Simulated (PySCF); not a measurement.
# Excitation energy of Bi(2+) by level of theory

Bi(2+) [Xe] 4f14 5d10 6s2 6p1 (2P) → Bi(2+) [Xe] 4f14 5d10 6s1 6p2, s spin flipped, as a difference of total energies. All numbers are calculated (PySCF 2.14, scalar relativity through the core potential, in def2-QZVPP with the def2 core potential (60 electrons) (7s6p4d4f1g, 82 functions)). Correlated levels: valence: 5s2 5p6 5d10 frozen. The calculations carry no spin-orbit coupling.

```csv
method,excitation energy (eV)
UHF,12.209
MP2 (valence),11.686
SCS-MP2 (valence),11.626
```

Task: How much does correlation contribute at MP2 (valence)?

Result: 11.686 − (12.209) = -0.523 eV, measured against UHF.

Spin-orbit coupling is strong in these open shells (close to jj coupling). The scalar numbers leave it out and a first-order estimate fails, so it can dominate the gap to the real levels.

The upper determinant mixes two multiplicities, so it lies between the two terms.

The coupled-cluster amplitudes are large for the upper state (T1 above 0.03 or a double amplitude above 0.15), so a single reference is strained.
